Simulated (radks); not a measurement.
Question: These are the eigenvalues of the occupied orbitals of an atom or ion with whole-number occupations (Ry). All-electron calculation, Dirac Kohn-Sham, PBEsol, spin-unpolarised, spherical densities, point nucleus. Program: a radial shooting solver on a logarithmic mesh with Libxc functionals.

1s1/2: -2523.983
2s1/2: -393.3101
2p1/2: -369.6019
2p3/2: -345.7593
3s1/2: -81.01713
3p1/2: -71.16253
3p3/2: -66.63465
3d3/2: -49.28213
3d5/2: -48.32483
4s1/2: -15.20878
4p1/2: -11.72007
4p3/2: -10.81397
4d3/2: -5.17128
4d5/2: -5.02497
5s1/2: -2.13396
5p1/2: -1.31824
5p3/2: -1.21582

Which element is it, and in what charge state? The configuration may be excited. Open shells, if any, fill j = l - 1/2 first.

Answer: Z = 54, xenon, charge +1: Xe+ in [Kr] 4d10 5s2 5p5. The list shows which subshells hold electrons but not how many an open one holds; the 1s level, -1262 hartree, gives Z - s = 50.2 by -(Z - s)^2/2, which with screening and relativity narrows Z to a few neighbours, and the depths of the outer levels then fix element, charge and occupations together.
